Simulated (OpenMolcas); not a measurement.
A calculation on O2+.

* Program: OpenMolcas 26.06
* Method: CASSCF
* Basis: ANO-RCC-VQZP [5s4p3d2f1g]
* Scalar Hamiltonian: DKH2, point nucleus
* Active space: 2 electrons in 3 orbitals (2p)
* State averaging: 2S+1 = 3 even, 3 roots; 2S+1 = 1 even, 6 roots
* Spin-orbit coupling: state interaction with AMFI integrals over the reference wave functions, term energies averaged over their components

Question: Which level of the active space comes out lowest?

Answer: 2s² 2p² ³P₀, with 100 % of that term; it is also the measured ground level.

Question: How high does 2s² 2p² ¹S₀ lie?

Answer: 56328 cm⁻¹ above the lowest level; measured 43186 cm⁻¹ above the ground level, so the calculation is off by +30 %.

Question: How high does 2s² 2p² ³P₂ lie?

Answer: 328 cm⁻¹ above the lowest level.

Question: How high does 2s² 2p² ¹D₂ lie?

Answer: 22850 cm⁻¹ above the lowest level; measured 20273 cm⁻¹ above the ground level, so the calculation is off by +13 %.

Measured values: Moore, Selected Tables of Atomic Spectra, NSRDS-NBS 3, section 11.

With the s shell closed, the reference lacks s² → p² mixing. Measured partners are found by configuration, term and J. A level has none where our copy of the source lacks it or the pairing is in doubt (some pairs that miss far off the trend of their configuration count as doubtful), and it then counts in no deviation. Only configurations of the active space appear.
